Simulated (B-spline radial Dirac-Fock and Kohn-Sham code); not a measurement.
## Binding energies of P³⁺ at several levels of theory

System: phosphorus as P³⁺, [Ne] 3s2.

The density-functional columns are spherical, spin-unpolarised Dirac-Kohn-Sham results without Breit or QED terms: −ε is minus the orbital energy of the initial state and ΔSCF the difference of two total energies. The reference in the last column comes from Dirac-Fock energy differences between relaxed states, corrected for Breit and QED terms. All numbers are from a radial atomic solver, in eV; a selection of levels is shown. The Kohn-Sham columns are given as differences from the reference.

| level | PBE −ε − DF | PBE ΔSCF − DF | LDA −ε − DF | LDA ΔSCF − DF | Dirac-Fock |
| --- | --- | --- | --- | --- | --- |
| K | -73.7 | +13.9 | -81.8 | +5.5 | 2197.5 |
| L1 | -27.9 | -9.2 | -28.8 | -10.1 | 240.3 |
| L2 | -17.7 | +2.4 | -17.7 | +2.4 | 181.4 |
| L3 | -17.8 | +2.3 | -17.7 | +2.3 | 180.5 |
| M1 | -4.2 | +2.2 | -4.1 | +2.4 | 49.80 |

For the outermost level NIST gives 51.44387 eV (measured); the differences from it are PBE −ε -5.83, PBE ΔSCF +0.56, LDA −ε -5.70, LDA ΔSCF +0.74, Dirac-Fock -1.64 eV.

Values without a named source are computed, but for edge energies of neutral atoms, which are taken from tables.
